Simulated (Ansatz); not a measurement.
Gas-phase reaction (SMILES): COBOC [dimethoxyborane] → CO[B]OC + H atom; the B-H bond at the site shown breaks (other sites are not compared here).

Each molecule is optimised on its own at B3LYP-D3(BJ)/def2-TZVP (Ansatz, an electronic-structure program), one conformer each, not searched for the lowest. Valence correlation only, unless marked. UHF or UKS for open shells. No spin-orbit coupling. No relativistic terms. Basis-set limits of correlation are two-point, X^-3; Hartree-Fock from the larger set. The bracket is a focal-point correction in the basis named. Thermal terms are rigid-rotor harmonic-oscillator values from B3LYP-D3(BJ) frequencies (Ansatz) at 298.15 K and 1 atm. 1 Eh = 627.5095 kcal/mol. Atoms have translation alone.

| species | E, RI-MP2/CBS(cc-pVTZ,cc-pVQZ)+[CCSD(T)-MP2]/cc-pVTZ (Ansatz) (Eh) | E, PBE-D3(BJ)/def2-TZVPD (Ansatz + dftd3) (Eh) | H - E (Eh) |
|---|---|---|---|
| COBOC | -255.52801 | -255.58856 | 0.10627 |
| CO[B]OC | -254.84712 | -254.91886 | 0.09541 |
| H atom | -0.49995 | -0.49962 | 0.00236 |

Q: Work out ΔE and ΔH at 298.15 K at the first level, then ΔH at the second.

A: 
1. ΔE = [(-254.84712) + (-0.49995)] - [(-255.52801)] = 0.18094 Eh = 113.5 kcal/mol at RI-MP2/CBS(cc-pVTZ,cc-pVQZ)+[CCSD(T)-MP2]/cc-pVTZ.
2. The terms H - E add up to -0.00850 Eh, so ΔH = (0.18094 + (-0.00850))×627.5095 = 108.2 kcal/mol.
3. At PBE-D3(BJ)/def2-TZVPD the same steps give ΔE = 106.7 and ΔH = 101.4 kcal/mol, a shift of -6.8 from the first level.
4. These values are not checked against measurement here, since the tables used lack a sound gas-phase enthalpy of formation for at least one species.
